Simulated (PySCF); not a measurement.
Protons, H atoms and electrons added to or taken from C1=CC1. Gas-phase values, no solvent. Strings in code marks are SMILES.

Quantity: electronic energy of isomers of C3H3, doublet states, relative to `[CH]1C=C1`, in kcal/mol.

Case: `[C]1=CC1`. Geometry of `C1=[C]C1` (neutral, multiplicity 2, Å):

```xyz
6

C      0.2443     0.9367    -0.6772
C      0.9415     0.0765    -0.0508
C     -0.6644    -0.0164     0.0086
H      1.7900    -0.4509     0.3352
H     -1.1512    -0.8107    -0.5507
H     -1.1585     0.2649     0.9346
```

Q: Give the electronic energy of isomers of C3H3, doublet states, relative to `[CH]1C=C1` at the level B3LYP/6-311+G** // B3LYP-D3(BJ)/def2-TZVP (PySCF).

A: 9.55 kcal/mol.
